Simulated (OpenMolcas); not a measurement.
Computed levels of 4d⁴ in ions with 40 electrons, in cm-1 above ⁵D₀.

```yaml
Program: OpenMolcas 26.06
Method: SS-CASPT2, IPEA 0.25 Eh, imaginary shift 0.1 Eh
Basis: ANO-R2
Scalar_Hamiltonian: X2C, finite nucleus
Spin-orbit_coupling: state interaction with AMFI integrals over the reference wave functions, term energies averaged over their components
```

Active space for each ion: 4 electrons in 10 orbitals (4d 5d); closed shells correlated by CASPT2: 4s 4p.

| Level | Mo2+ | Ru4+ | Rh5+ | Pd6+ | Ag7+ |
| --- | --- | --- | --- | --- | --- |
| ⁵D₁ | 242 | 488 | 675 | 959 | 1240 |
| ⁵D₂ | 671 | 1307 | 1763 | 2410 | 3040 |
| ⁵D₃ | 1234 | 2330 | 3080 | 4100 | 5070 |
| ⁵D₄ | 1895 | 3490 | 4550 | 5920 | 7200 |
| ³P₀(1) | 11670 | 16710 | 18560 | 19950 | 21700 |
| ³P₁(1) | 12910 | 19140 | 21740 | 24090 | 26730 |
| ³H₄ | 13520 | 18170 | 20230 | 21990 | 24030 |
| ³H₅ | 14110 | 19360 | 21870 | 24240 | 26870 |
| ³H₆ | 14660 | 20370 | 23150 | 25880 | 28820 |

Estimate ⁵D₄, ³P₀(1), ³P₁(1) for Tc3+ from its neighbours Mo2+ and Ru4+.

⁵D₄ is fine structure, which grows about as the fourth power of a screened charge, so the fourth roots are averaged: ((1895^0.25 + 3490^0.25) / 2)^4 = 2602. The calculation gives 2620, so the estimate is off by -0.7 %.
³P₀(1) is another term, which grows about linearly with the charge: (11670 + 16710) / 2 = 14190. The calculation gives 14590, so the estimate is off by -2.7 %.
³P₁(1) is another term, which grows about linearly with the charge: (12910 + 19140) / 2 = 16025. The calculation gives 16380, so the estimate is off by -2.2 %.

Mixed levels, with the weight of the term that names them: Pd6+ ³H₄ (72 %), Ag7+ ³H₄ (69 %).

CASPT2 breaks the degeneracy within a term, and the mean is taken; among the terms shown or strongly mixed into the levels shown the widest spread is 83 cm-1 (4d⁴ ³G, Mo2+). Active for correlation alone: 5d; no level in the range computed is led by a configuration that fills it, so any true level of that kind is missing. Levels of configurations outside the active space are missing.

A number in round brackets counts repeated terms of one configuration in the order of the reference energies.
